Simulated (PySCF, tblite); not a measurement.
Isomers of C4H2F2P2, one GFN2-xTB conformer each. Single-point energies are computed at PBE0/pcSseg-1 (PySCF, gas phase, no added dispersion term), electronic only.

**Question.** Rank them by PBE0/pcSseg-1 energy, lowest first (kJ/mol).
A. `Fc1cpcpc1F`
B. `Fc1ccpc(F)p1`

**Answer.** A (0.0), B (16.6).

GFN2-xTB itself gives, in the same order: 0.0, 1.7. Both levels put the same isomer lowest.

**Question.** Which frontier levels, dipoles and rotational constants go with these structures?

**Answer.** 
```csv
SMILES,"HOMO (eV, PBE0/pcSseg-1)",LUMO (eV),dipole (D),"A, B, C (MHz)"
Fc1cpcpc1F,-7.61,-2.53,1.62,"2066, 1430, 845.1"
Fc1ccpc(F)p1,-7.59,-2.51,2.34,"2293, 1316, 836.2"
```

**Question.** What happens when harmonic zero-point energies from GFN2-xTB frequencies are added?

**Answer.** 
```csv
SMILES,ZPE (kJ/mol),electronic (kJ/mol),with ZPE (kJ/mol)
Fc1cpcpc1F,130.8,0.0,0.0
Fc1ccpc(F)p1,131.1,16.6,17.0
```

The zero-point energies span 0.3 kJ/mol. The order is unchanged.

**Question.** As an exercise, what shares would exp(−E/RT) give at 1000 K from these electronic energies alone (no entropy, no degeneracies)?

**Answer.** RT = 8.314 kJ/mol: Fc1cpcpc1F 88.0 %, Fc1ccpc(F)p1 12.0 %.
